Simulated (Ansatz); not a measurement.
Ga7, relaxed as a doublet with UKS PBE-D4/def2-SVP in Ansatz, starting from the GFN1-xTB geometry. Force threshold 0.03 eV/Å.

The relaxation made no stability test and no search for a lower SCF solution. The structure comes from a short search, and lower isomers may exist.

Start:

```xyz
7

Ga    2.650    0.407    0.450
Ga    0.870    1.972   -0.639
Ga   -0.895    1.059   -2.328
Ga   -0.699    0.791    1.082
Ga    0.960   -1.129    1.708
Ga   -0.790   -2.547    0.394
Ga   -2.096   -0.554   -0.668
```

| step | energy (eV) | largest force component (eV/Å) | SCF passes |
| --- | --- | --- | --- |
| 1 | -366547.4154 | 0.390 | 26 |
| 2 | -366547.4953 | 0.092 | 24 |
| 3 | -366547.5308 | 0.168 | 28 |
| 4 | -366547.5834 | 0.144 | 28 |
| 5 | -366547.6448 | 0.174 | 31 |
| 6 | -366547.7356 | 0.738 | 114 |
| 7 | -366548.2320 | 0.619 | 39 |
| 8 | -366548.5419 | 0.217 | 34 |
| 9 | -366548.6392 | 0.353 | 39 |
| 10 (rejected) | -366548.5943 | 0.643 | 31 |
| 11 | -366548.7031 | 0.095 | 30 |
| 12 | -366548.7107 | 0.041 | 25 |
| 13 | -366548.7115 | 0.025 | 25 |

Force components are those of the run's own axes.

End:

```xyz
7

Ga    2.257   -0.252   -0.410
Ga    0.684    1.903   -0.209
Ga   -0.178    0.225   -1.873
Ga   -1.075    1.061    1.433
Ga    0.733   -0.702    1.748
Ga   -0.108   -1.874   -0.314
Ga   -2.312   -0.361   -0.376
```

Bonds formed: Ga1–Ga3, Ga1–Ga6, Ga3–Ga6 (atoms count from 1).

No frequencies were taken in this run, so the end may be a saddle point.

Run time 1.8 min (4 threads of Arm Neoverse V2 on a shared host).
